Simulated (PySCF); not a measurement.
Ga(OH)₃ + 3 HCl → GaCl₃ + 3 H₂O

Level: PBE0 in the def2-TZVP basis family, all electrons, no relativity, computed in PySCF with density fitting; open shells unrestricted.

| species | state and structure | E (Eh) | ZPE (kJ/mol) | H(298 K) − H(0) (kJ/mol) | S° (J/(mol K)) |
| --- | --- | --- | --- | --- | --- |
| Ga(OH)₃ | singlet, C3h, Ga–O 1.775 Å (×3), O–H 0.960 Å (×3); Ga–O–H 113.2° (×3), O–Ga–O 120.0° (×3) | -2152.03323 | 107.4 | 18.9 | 316.3 |
| HCl | singlet, C∞v, H–Cl 1.279 Å | -460.66440 | 17.9 | 8.7 | 186.6 |
| GaCl₃ | singlet, D3h, Ga–Cl 2.113 Å (×3) | -3304.96067 | 10.3 | 17.4 | 325.3 |
| H₂O | singlet, C2v, O–H 0.960 Å (×2); H–O–H 105.1° | -76.37736 | 56.5 | 9.9 | 188.7 |

(1) What is the electronic reaction energy?

(2) Add zero-point, thermal and entropy terms for 298.15 K and 1 bar.

Results:

(1) At PBE0/def2-TZVP, ΔE = -174.1 kJ/mol from the differences of the total energies times 2625.5, downhill. 

(2) ΔZPE = 18.7 and Δ[H(298) − H(0)] = 2.1 kJ/mol give ΔH° = -153.3 kJ/mol. ΔS° = 15.3 J/(mol K), so ΔG° = -153.3 − 298.15 × (0.0153) = -158 kJ/mol.

The structures come from searches over a few start shapes, so lower isomers are not excluded.
